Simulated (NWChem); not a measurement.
System: SiHOIF₂; SMILES F[Si](I)(O)F

Parts of the log:

```
             Northwest Computational Chemistry Package (NWChem) 7.3.0
             --------------------------------------------------------

 C1  symmetry detected

                             Geometry "geometry" -> ""
                             -------------------------

 Output coordinates in angstroms (scale by  1.889725989 to convert to a.u.)

  No.       Tag          Charge          X              Y              Z
 ---- ---------------- ---------- -------------- -------------- --------------
    1 O                    8.0000    -1.57870374     1.67936871    -0.01275716
    2 Si                  14.0000    -0.02864559     1.18069117    -0.00043277
    3 F                    9.0000     0.75058308     1.75516289     1.28159061
    4 F                    9.0000     0.77122090     1.75390801    -1.27019227
    5 I                   53.0000     0.02055784    -1.21081135     0.00024082
    6 H                    1.0000    -1.75513322     2.62673746    -0.00723251

 Effective nuclear repulsion energy (a.u.)     566.8299560392

 Summary of "ao basis" -> "ao basis" (spherical)
 ------------------------------------------------------------------------------
       Tag                 Description            Shells   Functions and Types
 ---------------- ------------------------------  ------  ---------------------
 O                          def2-svp                 6       14   3s2p1d
 Si                         def2-svp                 8       18   4s3p1d
 F                          def2-svp                 6       14   3s2p1d
 I                          def2-svp                10       26   4s4p2d
 H                          def2-svp                 3        5   2s1p

            General Information
            -------------------
          SCF calculation type: DFT
          Wavefunction type:  closed shell.
          No. of atoms     :     6
          No. of electrons :    66
           Alpha electrons :    33
            Beta electrons :    33
          Charge           :     0
          Spin multiplicity:     1
          Use of symmetry is: off; symmetry adaption is: off
          Maximum number of iterations: 150
          AO basis - number of functions:    91
                     number of shells:    39
          Convergence on energy requested:  1.00D-06
          Convergence on density requested:  1.00D-05
          Convergence on gradient requested:  5.00D-04

              XC Information
              --------------
                          RPBE Exchange Functional  1.000
            Perdew 1991 LDA Correlation Functional  1.000 local
           PerdewBurkeErnz. Correlation Functional  1.000 non-local

             Grid Information
             ----------------
          Grid used for XC integration:  medium
          Radial quadrature: Mura-Knowles
          Angular quadrature: Lebedev.
          Tag              B.-S. Rad. Rad. Pts. Rad. Cut. Ang. Pts.
          ---              ---------- --------- --------- ---------
          O                   0.60       49          10.0       434
          Si                  1.10       88           8.0       590
          F                   0.50       49          10.0       434
          I                   1.40      123          11.0       590
          H                   0.35       45          11.0       434
          Grid pruning is: on
          Number of quadrature shells:   403
          Spatial weights used:  Erf1

      Superposition of Atomic Density Guess
      -------------------------------------

 Sum of atomic energies:        -909.64111982

      Non-variational initial energy
      ------------------------------

 Total energy =    -860.188777
 1-e energy   =   -2017.880462
 2-e energy   =     797.498951
 HOMO         =      -0.362257
 LUMO         =       0.023875

     ---------------------------------------------
      Total Density - Mulliken Population Analysis
     ---------------------------------------------

    Atom       Charge   Shell Charges
 -----------   ------   -------------------------------------------------------
    1 O    8     8.73   1.99  1.10  0.62  3.08  1.93  0.00
    2 Si  14    12.23   2.00  1.99  0.73  0.06  5.93  0.74  0.42  0.36
    3 F    9     9.56   1.99  1.14  0.78  3.51  2.13  0.00
    4 F    9     9.56   1.99  1.14  0.78  3.51  2.13  0.00
    5 I   25    25.28   1.83  0.22  1.22  0.67  2.93  3.13  2.62  2.65  9.82  0.19
    6 H    1     0.65   0.51  0.07  0.06

   convergence    iter        energy       DeltaE   RMS-Dens  Diis-err
 ---------------- ----- ----------------- --------- --------- ---------
 d= 0,ls=0.0,diis     1   -862.4537756106 -1.22D+03  2.22D-02  1.15D+00
 d= 0,ls=0.0,diis     2   -862.2570001917  1.97D-01  1.25D-02  3.52D+00
 d= 0,ls=0.0,diis     3   -862.5869684354 -3.30D-01  1.34D-03  2.40D-02
 d= 0,ls=0.0,diis     4   -862.5882919216 -1.32D-03  8.70D-04  5.71D-03
 d= 0,ls=0.0,diis     5   -862.5887471448 -4.55D-04  2.90D-04  1.53D-03
  Resetting Diis
 d= 0,ls=0.0,diis     6   -862.5889246887 -1.78D-04  7.47D-05  3.66D-05
 d= 0,ls=0.0,diis     7   -862.5889285758 -3.89D-06  6.61D-05  7.34D-06
 d= 0,ls=0.0,diis     8   -862.5889263650  2.21D-06  4.09D-05  2.47D-05
 d= 0,ls=0.0,diis     9   -862.5889295454 -3.18D-06  4.21D-06  1.85D-07
 d= 0,ls=0.0,diis    10   -862.5889295626 -1.72D-08  1.28D-06  2.00D-08

         Total DFT energy =     -862.588929562598
      One electron energy =    -2019.758910531524
           Coulomb energy =      870.154156096032
    Exchange-Corr. energy =      -73.176908949287
 Nuclear repulsion energy =      360.192733822181

 Numeric. integr. density =       65.999998560859

                       DFT Final Molecular Orbital Analysis
                       ------------------------------------

 Vector   31  Occ=2.000000D+00  E=-3.077569D-01
              MO Center= -1.1D+00,  1.7D+00, -1.0D-02, r^2= 1.7D+00
   Bfn.  Coefficient  Atom+Function         Bfn.  Coefficient  Atom+Function
  ----- ------------  ---------------      ----- ------------  ---------------
     6      0.573404  1 O  pz                 9      0.416633  1 O  pz
    36     -0.195473  3 F  px                50      0.195576  4 F  px
    39      0.137890  3 F  px                53     -0.137771  4 F  px
    27      0.093172  2 Si pz                31      0.068885  2 Si d  1
    73      0.058417  5 I  pz                52      0.043282  4 F  pz

 Vector   32  Occ=2.000000D+00  E=-2.535302D-01
              MO Center=  1.4D-02, -1.1D+00,  1.6D-03, r^2= 2.3D+00
   Bfn.  Coefficient  Atom+Function         Bfn.  Coefficient  Atom+Function
  ----- ------------  ---------------      ----- ------------  ---------------
    71      0.606618  5 I  px                74      0.521827  5 I  px
    68     -0.244255  5 I  px                65     -0.198277  5 I  px
     3      0.064352  1 O  s                  5     -0.060464  1 O  py
    37     -0.057883  3 F  py                28     -0.052535  2 Si d -2
    51     -0.046547  4 F  py                87     -0.046546  6 H  s

 Vector   33  Occ=2.000000D+00  E=-2.531950D-01
              MO Center=  4.5D-03, -1.0D+00, -1.5D-03, r^2= 2.4D+00
   Bfn.  Coefficient  Atom+Function         Bfn.  Coefficient  Atom+Function
  ----- ------------  ---------------      ----- ------------  ---------------
    73      0.602930  5 I  pz                76      0.520287  5 I  pz
    70     -0.242808  5 I  pz                67     -0.197092  5 I  pz
     6     -0.095952  1 O  pz                51      0.088559  4 F  py
    37     -0.081543  3 F  py                 9     -0.075126  1 O  pz
    54     -0.065354  4 F  py                40      0.060199  3 F  py

 Vector   34  Occ=0.000000D+00  E=-4.444468D-02
              MO Center= -2.2D-01,  1.6D-01, -1.2D-03, r^2= 4.9D+00
   Bfn.  Coefficient  Atom+Function         Bfn.  Coefficient  Atom+Function
  ----- ------------  ---------------      ----- ------------  ---------------
    18      0.808867  2 Si s                 75     -0.717161  5 I  py
    17      0.571307  2 Si s                  3     -0.441165  1 O  s
    88      0.387753  6 H  s                 26     -0.356631  2 Si py
    64     -0.328775  5 I  s                 72     -0.326237  5 I  py
    63     -0.314476  5 I  s                 16      0.312593  2 Si s

 Vector   35  Occ=0.000000D+00  E= 1.493935D-02
              MO Center= -1.0D+00,  1.9D+00, -3.6D-03, r^2= 5.0D+00
   Bfn.  Coefficient  Atom+Function         Bfn.  Coefficient  Atom+Function
  ----- ------------  ---------------      ----- ------------  ---------------
    88      0.921887  6 H  s                  3     -0.730937  1 O  s
    25     -0.365526  2 Si px                26      0.344058  2 Si py
    75      0.344138  5 I  py                17     -0.336619  2 Si s
     8     -0.308034  1 O  py                 5     -0.226162  1 O  py
    64      0.204197  5 I  s                 23      0.188257  2 Si py

 Vector   36  Occ=0.000000D+00  E= 3.921696D-02
              MO Center= -1.9D-01,  6.1D-01,  2.3D-03, r^2= 3.5D+00
   Bfn.  Coefficient  Atom+Function         Bfn.  Coefficient  Atom+Function
  ----- ------------  ---------------      ----- ------------  ---------------
    27      0.956819  2 Si pz                24      0.337602  2 Si pz
    35     -0.315286  3 F  s                 49      0.307784  4 F  s
    76     -0.258484  5 I  pz                 9     -0.236793  1 O  pz
    83      0.224608  5 I  d -1               6     -0.221275  1 O  pz
    29     -0.196031  2 Si d -1              73     -0.176216  5 I  pz

     ---------------------------------------------
      Total Density - Mulliken Population Analysis
     ---------------------------------------------

    Atom       Charge   Shell Charges
 -----------   ------   -------------------------------------------------------
    1 O    8     8.32   1.99  1.08  0.61  2.89  1.73  0.01
    2 Si  14    13.16   2.00  1.98  0.94 -0.06  5.92  1.15  0.60  0.61
    3 F    9     9.28   1.99  1.14  0.78  3.34  2.02  0.01
    4 F    9     9.28   1.99  1.14  0.78  3.34  2.02  0.01
    5 I   25    25.16   1.83  0.22  1.36  0.54  2.94  3.12  2.67  2.45  9.79  0.24
    6 H    1     0.81   0.68  0.06  0.07

     -------------------------------------------
      Total Density - Lowdin Population Analysis
     -------------------------------------------

    Atom       Charge   Shell Charges
 -----------   ------   -------------------------------------------------------
    1 O    8     8.16   1.97  0.88  0.59  2.71  2.00  0.01
    2 Si  14    13.62   2.00  1.92  0.60  0.27  5.81  1.17  0.92  0.94
    3 F    9     9.16   1.98  1.02  0.76  3.21  2.19  0.01
    4 F    9     9.16   1.98  1.02  0.76  3.21  2.19  0.01
    5 I   25    24.99   1.25  0.73  1.07  0.79  2.77  3.19  2.54  2.62  9.47  0.56
    6 H    1     0.90   0.55  0.17  0.18

     Multipole analysis of the density
     ---------------------------------

     L   x y z        total         alpha         beta         nuclear
     -   - - -        -----         -----         ----         -------
     0   0 0 0     -0.000000    -33.000000    -33.000000     66.000000

     1   1 0 0     -0.430390      0.328687      0.328687     -1.087763
     1   0 1 0      0.395811    -31.835518    -31.835518     64.066847
     1   0 0 1      0.001053      0.006898      0.006898     -0.012742

     2   2 0 0    -40.915936    -80.209730    -80.209730    119.503524
     2   1 1 0     -3.815827      3.244165      3.244165    -10.304158
     2   1 0 1     -0.005817     -0.030016     -0.030016      0.054216
     2   0 2 0    -34.313208   -268.990097   -268.990097    503.666985
     2   0 1 1     -0.005957      0.015652      0.015652     -0.037261
     2   0 0 2    -42.230249    -73.438581    -73.438581    104.646913
```

Level: RPBE/def2-SVP with def2 effective core potentials on I. Structure relaxed at the PBE0/def2-SVP level. def2 effective core potentials on I; no spin-orbit coupling.

Problem. Which NWChem input produces such a log?

Solution. Several could match; the one computed here: the input that was run:
```
start job
memory heap 200 mb stack 900 mb global 1100 mb
geometry units angstroms noautoz
  O     -1.614516     1.622918    -0.008991
  Si    -0.048739     1.175948    -0.000526
  F      0.714266     1.776338     1.279378
  F      0.728428     1.775011    -1.272449
  I      0.079788    -1.212605     0.000529
  H     -1.822267     2.563913    -0.003216
end
basis spherical
  * library def2-svp
end
ecp
  I library def2-ecp
end
dft
  xc rpbe cpbe96
  iterations 150
  mulliken
end
task dft energy
```
